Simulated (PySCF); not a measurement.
# Dipole response of Tc (technetium, neutral)

[Kr] 4d5 5s2, high-spin 6S determinant. All numbers are calculated (PySCF 2.14, scalar relativity through the core potential, in def2-TZVPPD with the def2 core potential (28 electrons) (6s4p3d2f1g, 56 functions)). Coupled (time-dependent) response in atomic units; α is the mean over directions.

```csv
method,mean α (bohr³),C₆ (like pair),S(−4)
UHF,132.7,1487,26710
PBE,82.89,894.8,4139
PBE0,88.85,980.7,4923
M06,62.33,603.6,1987
M06-L,74.74,826.8,2520
```

S(−4) is the Cauchy moment in α(ω) = α(0) + S(−4) ω² + …

Reference α: 79 ± 10 bohr³ (recommended; Schwerdtfeger and Nagle, table of static dipole polarizabilities (2023 update)). Published C₆: 939.0 (Gould and Bucko (2016)).

Hartree-Fock lies above the reference because it lacks correlation, which contracts the outer shell.

α(iu) at M06-L:

```tsv
u (hartree)	α(iu) (bohr³)
0	74.74
0.0500	69.03
0.100	56.73
0.200	34.99
0.300	22.88
0.500	12.55
0.750	7.846
1.00	5.663
1.50	3.497
2.00	2.386
3.00	1.293
5.00	0.5364
```

Energies and moments cover only the electrons outside the core potential.
